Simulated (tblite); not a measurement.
Species: C4H10F3GeN.
SMILES with atom numbers: `[CH3:1][CH2:2][CH2:3][NH:4][GeH2:5][C:6]([F:7])([F:8])[F:9]` (hydrogens: H10, H11, H12 on C1; H13, H14 on C2; H15, H16 on C3; H17 on N4; H18, H19 on Ge5)

Computed with GFN2-xTB (tblite), gas phase: L-BFGS steps from a force-field or distance-geometry start until the largest atomic force falls under 0.01 eV/Å.

Geometry at step 8:
```
atom  x, y, z in Å
C1     -3.2794    0.1986    0.1896
C2     -1.9669   -0.0111   -0.5669
C3     -0.8001    0.0673    0.4104
N4      0.4960   -0.1128   -0.2369
Ge5     1.9085    0.1193    0.8736
C6      3.5897   -0.1631   -0.1833
F7      3.6801   -1.4010   -0.7056
F8      4.6803   -0.0200    0.5969
F9      3.7508    0.6932   -1.2038
H10    -3.3972   -0.5544    0.9742
H11    -4.1323    0.1242   -0.4868
H12    -3.2991    1.1819    0.6663
H13    -1.8500    0.7491   -1.3441
H14    -1.9717   -0.9941   -1.0501
H15    -0.9716   -0.6643    1.2183
H16    -0.7590    1.0707    0.8467
H17     0.5142   -0.9618   -0.7955
H18     1.9040   -0.8507    2.0210
H19     1.8938    1.5382    1.3587
```

Question: Give the atomic forces at this geometry.

Answer: 
```tsv
atom	Fx (eV/Å)	Fy (eV/Å)	Fz (eV/Å)
C1	-0.087	0.002	-0.006
C2	-0.109	-0.012	0.085
C3	-0.070	0.069	-0.075
N4	0.091	-0.136	-0.041
Ge5	0.014	0.054	-0.163
C6	0.207	-0.054	-0.023
F7	-0.083	-0.005	-0.033
F8	-0.047	0.031	0.038
F9	-0.107	-0.022	0.047
H10	0.034	0.103	-0.167
H11	0.121	0.021	0.078
H12	0.022	-0.146	-0.122
H13	-0.003	-0.075	0.083
H14	-0.005	0.096	0.038
H15	0.038	0.113	-0.060
H16	-0.155	-0.071	0.146
H17	-0.037	0.090	0.006
H18	0.167	-0.032	0.177
H19	0.009	-0.027	-0.008
```

The largest, 0.25 eV/Å, acts on H18; the rms over all components is 0.087 eV/Å. The forces sum to zero within rounding, as they must for an isolated molecule in no field.

Question: Give the force on H18 in Eh/bohr and in nN.

Answer: 0.245 eV/Å ÷ 51.422 = 0.00477 Eh/bohr, and 0.245 eV/Å × 1.602 = 0.39 nN.

Question: How far is this geometry from the end of the optimisation?

Answer: 0.101 eV above it, and 0.406 Å rms away after alignment. The bonds farthest from their final lengths, with half the difference of the two atoms' forces along the bond (positive lengthens):

```json
{"bond": "N4–Ge5", "now (Å)": "1.812", "final (Å)": "1.794", "force along bond (eV/Å)": "-0.06"}
{"bond": "Ge5–H18", "now (Å)": "1.502", "final (Å)": "1.518", "force along bond (eV/Å)": "+0.16"}
{"bond": "C1–C2", "now (Å)": "1.529", "final (Å)": "1.523", "force along bond (eV/Å)": "-0.03"}
{"bond": "C1–H10", "now (Å)": "1.094", "final (Å)": "1.088", "force along bond (eV/Å)": "-0.10"}
{"bond": "C1–H12", "now (Å)": "1.093", "final (Å)": "1.087", "force along bond (eV/Å)": "-0.09"}
{"bond": "C3–H15", "now (Å)": "1.103", "final (Å)": "1.098", "force along bond (eV/Å)": "-0.02"}
```

The angle farthest from its final value is C3–N4–Ge5, 113.9° against 125.3°.

Of the 2 listed bonds off by 0.010 Å or more, this force points towards the final length in 2.

The cost below is that of the whole relaxation. Time: 0.65 s. Hardware: Arm Neoverse V2, one thread, shared host with 96 logical CPUs at a one-minute load of 55.
